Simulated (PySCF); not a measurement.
Species: C5H6F2O2.
Cartesian coordinates in Å at the GFN2-xTB level; atoms count from 1:
```xyz
15
C5H6F2O2 angstrom
F      2.1439    1.4009    0.3957
C      2.1847    0.4270   -0.5516
F      2.8108   -0.6132    0.0691
O      0.9899    0.0964   -1.0269
C      0.0103   -0.3619   -0.0529
C     -0.7959    0.7645    0.5283
C     -2.0462    0.6473    0.0973
O     -2.2896   -0.4327   -0.6777
C     -1.0709   -1.1554   -0.8061
H      2.8275    0.7719   -1.3756
H      0.5374   -0.9595    0.6981
H     -0.3806    1.5361    1.1420
H     -2.8985    1.2738    0.2876
H     -0.8116   -1.2325   -1.8648
H     -1.2158   -2.1548   -0.3900
```

Computed with TDDFT PBE0/def2-SVPD, vertical, gas phase, core orbitals frozen in the response in PySCF 2.14.0, density-fitted response routines.

Ground-to-excited transition dipoles (e·a0, same axes as the geometry; the sign carries no meaning), for the states with f of 0.002 or more among the lowest 6:

```csv
state,E (eV),μx,μy,μz
S1,6.263,-0.899,-0.131,-0.390
S2,6.398,0.461,0.206,-0.137
S3,7.191,0.068,0.089,0.013
S4,7.246,-0.175,-0.124,-0.027
S6,7.613,0.142,0.132,0.206
```

(1) What oscillator strength does each state have?

(2) What angle do the transition dipoles of S1 and S2 make?

(3) What peak molar absorption coefficient would the strongest computed level give as a lone Gaussian band 0.4 eV wide at half height?

Results:

(1) f = (2/3) ΔE |μ|² with ΔE in hartree (27.2114 eV).

```tsv
state	|μ|² (au)	|μ| (D)	f
S1	0.978	2.51	0.150
S2	0.274	1.33	0.043
S3	0.013	0.29	0.002
S4	0.047	0.55	0.008
S6	0.080	0.72	0.015
```

(2) |cos θ| = |μa·μb| / (|μa| |μb|) = 0.75, so θ ≈ 41° (taken between 0 and 90°, since the signs are arbitrary).

(3) ε(max) = 2.175×10⁸ f / FWHM, with the width in cm⁻¹. S1: 2.175×10⁸ × 0.1501 / 3226 ≈ 10000 L mol⁻¹ cm⁻¹.

One conformer stands for the species.
